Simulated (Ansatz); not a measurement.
`F[Si](Cl)(Cl)Cl` + HI → `F[Si](Cl)(Cl)I` + HCl at 700 K and 1 bar (ligand exchange at the Si–Cl bond).

Program: Ansatz. Geometries: PBE0-D4/def2-TZVP. ΔE: electronic, gas phase. CCSD(T)/CBS is the MP2 limit (def2-TZVPP, def2-QZVPP) plus CCSD(T) − MP2 in def2-TZVPP, frozen cores. This one scheme is used for every species. Elements past krypton have def2 core potentials. For I outer-core shells are correlated without core-valence functions, which leaves a few kJ/mol of doubt a bond.

| species | CCSD(T)/CBS energy (Eh) | H − E (kJ/mol) | S (J/(mol·K)) |
| --- | --- | --- | --- |
| `F[Si](Cl)(Cl)Cl` | -1768.43208 | 80.0 | 413.1 |
| HI | -298.03592 | 34.6 | 231.7 |
| `F[Si](Cl)(Cl)I` | -1606.08071 | 79.4 | 444.6 |
| HCl | -460.38127 | 38.4 | 211.8 |

H − E and S are ideal-gas, rigid-rotor, harmonic terms from PBE0-D4/def2-TZVP. 1 Eh = 2625.50 kJ/mol, R = 8.31446 J/(mol·K).

Question: By hand: ΔE, ΔH, ΔS and ΔG.

Answer: ΔE = (-1606.08071) + (-460.38127) − (-1768.43208) − (-298.03592) = 0.00602 Eh = 15.8 kJ/mol. Δ(H − E) = 79.4 + 38.4 − 80.0 − 34.6 = 3.2, so ΔH = 19.0 kJ/mol. ΔS = 444.6 + 211.8 − 413.1 − 231.7 = 11.6 J/(mol·K). ΔG = 19.0 − 700 × (11.6)/1000 = 10.9 kJ/mol.

Question: By hand: the equilibrium constant, and the temperature at which ΔG would vanish if ΔH and ΔS stayed fixed.

Answer: log₁₀ K = −ΔG/(RT ln 10) = -0.8. ΔG = 0 at ΔH/ΔS = 1638 K, though so small a ΔS makes that figure unsure.

TΔS isn't small against ΔH here. A doubt of 5 kJ/mol in ΔE shifts log₁₀ K by 0.4 here. These are equilibria of isolated gas molecules and say nothing of rates. Largest T1 diagnostic: 0.010 (customary marks: 0.02 for closed shells, 0.045 for open ones).
